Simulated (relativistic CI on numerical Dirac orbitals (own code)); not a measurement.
**Energy levels of Pd V**

Method of calculation: Dirac-Coulomb-Breit CI, KLI orbitals optimised for each configuration, QED by a radiative potential, valence Slater integrals scaled by 0.85, P86 correlation energy added to each configuration (own radial code, finite nucleus).

Configurations in the expansion (outside the closed core [Ar] 3d10): 4s2 4p6 4d6, 4s2 4p6 4d5 5s, 4s2 4p6 4d5 4f, 4s2 4p6 4d5 5p, 4s2 4p5 4d7, 4s2 4p6 4d5 5d, 4s2 4p6 4d5 6s, 4s2 4p6 4d5 6p, 4s2 4p6 4d4 5s 5p, 4s2 4p6 4d5 6d, 4s2 4p6 4d5 5f, 4s2 4p6 4d5 7s, 4s2 4p6 4d5 5g, 4s2 4p6 4d5 7p, 4s2 4p6 4d5 7d, 4s 4p6 4d7, 4s2 4p6 4d4 4f 5s, 4s2 4p6 4d4 5p 5d, 4s2 4p5 4d6 5s, 4s2 4p6 4d4 5s2, 4s2 4p6 4d3 4f 5s2, 4s2 4p6 4d3 5s2 5p, 4s2 4p6 4d3 5s2 5d, 4s2 4p6 4d3 5s2 6s. Double excitations out of closed p, d and f shells are left out; levels of such configurations are missing from the list, as are those of other unlisted configurations, and high levels can miss mixing partners.

The lowest level is 4s2 4p6 4d6 5D_4, with 97 % of that term; Hund's rules for 4s2 4p6 4d6 give 5D with J = 4, in agreement.

```tsv
No.	Configuration	Term	J	E (cm⁻¹)	%	Lifetime (s)	jj configuration (%)
1	4s2 4p6 4d6	5D	4	0.0	97		4d3/2^3 4d5/2^3 (47)
2	4s2 4p6 4d6	5D	3	2005.6	99	3.62e+00	4d3/2^3 4d5/2^3 (58)
3	4s2 4p6 4d6	5D	2	3037.1	96	1.46e+01	4d3/2^2 4d5/2^4 (57)
4	4s2 4p6 4d6	5D	1	3771.0	97	2.78e+01	4d3/2^3 4d5/2^3 (53)
5	4s2 4p6 4d6	5D	0	4109.6	96	1.64e+02	4d3/2^2 4d5/2^4 (69)
6	4s2 4p6 4d6	3H	4	18665.7	42	3.11e-01	4d5/2^2 (54)
7	4s2 4p6 4d6	3P	2	18793.5	92	1.06e-01	4d5/2^2 (42)
8	4s2 4p6 4d6	3H	6	19066.4	96		4d3/2^3 4d5/2^3 (79)
9	4s2 4p6 4d6	3H	5	19468.2	79	3.16e+01	4d3/2^3 4d5/2^3 (81)
10	4s2 4p6 4d6	3F	3	21754.1	78	1.90e-01	4d3/2^3 4d5/2^3 (66)
11	4s2 4p6 4d6	3F	4	21931.2	50	1.79e-01	4d3/2^2 4d5/2^4 (81)
12	4s2 4p6 4d6	3F	2	22468.0	95	3.72e-01	4d3/2^3 4d5/2^3 (49)
13	4s2 4p6 4d6	3P	1	24404.7	91	7.19e-02	4d3/2 4d5/2^5 (59)
14	4s2 4p6 4d6	3G	5	24646.2	79	6.13e-01	4d3/2^2 4d5/2^4 (81)
15	4s2 4p6 4d6	3P	0	25140.5	78	8.84e-02	4d3/2^3 4d5/2^3 (49)
16	4s2 4p6 4d6	3G	4	26133.6	78	5.75e-01	4d3/2^2 4d5/2^4 (38)
17	4s2 4p6 4d6	3G	3	26636.4	78	3.71e-01	4d3/2^2 4d5/2^4 (69)
18	4s2 4p6 4d6	3D	2	29706.1	86	2.66e-01	4d3/2^2 4d5/2^4 (49)
19	4s2 4p6 4d6	1I	6	29961.2	96	4.05e-01	4d3/2^2 4d5/2^4 (79)
20	4s2 4p6 4d6	3D	1	30259.7	94	1.93e-01	4d3/2^2 4d5/2^4 (61)
21	4s2 4p6 4d6	3D	3	30450.4	96	1.48e-01	4d3/2^3 4d5/2^3 (54)
22	4s2 4p6 4d6	1G	4	32597.7	86	1.01e-01	4d3/2 4d5/2^5 (44)
23	4s2 4p6 4d6	1D	2	36851.9	85	1.04e-01	4d3/2 4d5/2^5 (36)
24	4s2 4p6 4d6	1S	0	36907.6	75	5.52e-02	4d5/2^6 (36)
25	4s2 4p6 4d6	1F	3	40949.4	88	3.01e-01	4d3/2^3 4d5/2^3 (78)
26	4s2 4p6 4d6	3P	0	46368.1	92	5.43e-02	4d5/2^2 (42)
27	4s2 4p6 4d6	3P	1	47650.3	99	6.20e-02	4d3/2^3 4d5/2^3 (77)
28	4s2 4p6 4d6	3F	4	49441.0	95	5.99e-02	4d3/2^2 4d5/2^4 (59)
29	4s2 4p6 4d6	3F	2	49510.7	98	6.52e-02	4d3/2^2 4d5/2^4 (68)
30	4s2 4p6 4d6	3F	3	50669.5	88	6.17e-02	4d3/2 4d5/2^5 (50)
31	4s2 4p6 4d6	3P	2	51394.1	97	7.15e-02	4d3/2^2 4d5/2^4 (51)
32	4s2 4p6 4d6	1G	4	56105.4	95	6.00e-02	4d3/2^2 4d5/2^4 (53)
33	4s2 4p6 4d6	1D	2	73834.9	99	2.41e-02	4d3/2^2 4d5/2^4 (71)
34	4s2 4p6 4d6	1S	0	95964.3	99	1.07e-02	4d3/2^2 4d5/2^4 (75)
35	4s2 4p6 4d5 5s	7S	3	117140.2	98	2.42e-02	4d3/2^2 4d5/2^3 5s (41)
36	4s2 4p6 4d5 5s	5S	2	133797.8	97	4.20e-05	4d3/2^2 4d5/2^3 5s (40)
37	4s2 4p6 4d5 5s	5G	2	146795.7	95	1.75e-04	4d3/2^2 4d5/2^3 5s (35)
38	4s2 4p6 4d5 5s	5G	3	147026.6	94	1.73e-04	4d3/2^2 4d5/2^3 5s (36)
39	4s2 4p6 4d5 5s	5G	4	147298.1	97	1.71e-04	4d3/2^2 4d5/2^3 5s (46)
40	4s2 4p6 4d5 5s	5G	6	147325.3	98	1.62e-04	4d3/2^2 4d5/2^3 5s (48)
41	4s2 4p6 4d5 5s	5G	5	147436.5	98	1.68e-04	4d3/2^2 4d5/2^3 5s (61)
42	4s2 4p6 4d5 5s	5P	3	149673.5	57	1.37e-04	4d5/2 5s (41)
43	4s2 4p6 4d5 5s	5P	2	150242.9	59	1.39e-04	4d3/2^3 4d5/2^2 5s (57)
44	4s2 4p6 4d5 5s	5P	1	151115.5	69	1.41e-04	4d3/2^3 4d5/2^2 5s (50)
45	4s2 4p6 4d5 5s	5D	4	153359.2	94	1.30e-04	4d3/2^2 4d5/2^3 5s (54)
46	4s2 4p6 4d5 5s	5D	0	153784.7	97	1.33e-04	4d3/2^2 4d5/2^3 5s (78)
47	4s2 4p6 4d5 5s	5D	1	154693.5	66	1.30e-04	4d3/2^2 4d5/2^3 5s (52)
48	4s2 4p6 4d5 5s	5D	3	155235.6	61	1.29e-04	4d3/2^3 4d5/2^2 5s (33)
49	4s2 4p6 4d5 5s	5D	2	155377.8	57	1.28e-04	4d3/2^2 4d5/2^3 5s (47)
50	4s2 4p6 4d5 5s	3G	3	157751.8	90	4.61e-05	4d3/2^3 4d5/2^2 5s (46)
51	4s2 4p6 4d5 5s	3G	5	158299.0	92	4.63e-05	4d3/2^3 4d5/2^2 5s (48)
52	4s2 4p6 4d5 5s	3G	4	158407.8	95	4.58e-05	4d3/2^2 4d5/2^3 5s (59)
53	4s2 4p6 4d5 5s	3P	2	160242.6	47	4.75e-05	4d5/2 5s (47)
54	4s2 4p6 4d5 5s	3P	1	161747.1	52	4.69e-05	4d3/2^3 4d5/2^2 5s (62)
55	4s2 4p6 4d5 5s	3I	5	161820.5	91	9.65e-05	4d3/2^2 4d5/2^3 5s (64)
56	4s2 4p6 4d5 5s	3I	6	161891.5	92	9.78e-05	4d3/2^2 4d5/2^3 5s (67)
57	4s2 4p6 4d5 5s	3I	7	162504.5	100	9.58e-05	4d3/2^2 4d5/2^3 5s (100)
58	4s2 4p6 4d5 5s	3P	0	163596.7	96	4.22e-05	4d3/2^2 4d5/2^3 5s (54)
59	4s2 4p6 4d5 5s	3D	3	164109.0	73	4.99e-05	4d3/2^2 4d5/2^3 5s (48)
60	4s2 4p6 4d5 5s	5F	1	164826.1	68	7.70e-05	4d3/2^2 4d5/2^3 5s (75)
61	4s2 4p6 4d5 5s	5F	2	165050.1	68	8.47e-05	4d3/2^2 4d5/2^3 5s (46)
62	4s2 4p6 4d5 5s	5F	5	165116.4	84	9.25e-05	4d3/2^2 4d5/2^3 5s (51)
63	4s2 4p6 4d5 5s	5F	4	165229.7	80	9.36e-05	4d3/2^3 4d5/2^2 5s (49)
64	4s2 4p6 4d5 5s	3D	3	165427.3	41	6.64e-05	4d3/2^2 4d5/2^3 5s (51)
65	4s2 4p6 4d5 5s	3D	2	165583.6	70	5.15e-05	4d3/2^3 4d5/2^2 5s (44)
66	4s2 4p6 4d5 5s	3D	1	166156.3	83	4.72e-05	4d3/2^2 4d5/2^3 5s (69)
67	4s2 4p6 4d5 5s	3F	3	166296.9	34	8.42e-05	4d3/2^2 4d5/2^3 5s (45)
68	4s2 4p6 4d5 5s	1I	6	167292.9	85	5.79e-05	4d3/2^2 4d5/2^3 5s (79)
69	4s2 4p6 4d5 5s	3F	2	167855.9	43	6.11e-05	4d3/2 4d5/2^4 5s (48)
70	4s2 4p6 4d5 5s	3F	4	169550.8	80	7.84e-05	4d3/2 4d5/2^4 5s (53)
```

Energies count from the lowest computed level; lifetimes are radiative, by E1, M1, E2 decay to levels of this space only; some are left blank where a channel outside the calculation adds to the decay or the decay crosses a small, uncertain gap. Filled j subshells are mostly left out of the jj labels.

The mean weight of the leading LS term, summed over parents, in these 70 levels is 83 %, and that of the leading jj configuration (from the same eigenvectors) 56 %, so LS coupling describes them better.

At this charge configurations can still be misplaced by up to about 7 % of their energy.

Landé's interval rule says that E(J) − E(J−1) = AJ with one A. For the ground term the intervals give A = -338.7, -366.9, -343.8, -501.4 cm⁻¹ for J = 1, 2, 3, 4; the multiplet is inverted.

LS names give the leading component of a level, which can be under half, so a name can repeat, a term be missing and a line seem to break the LS rules.
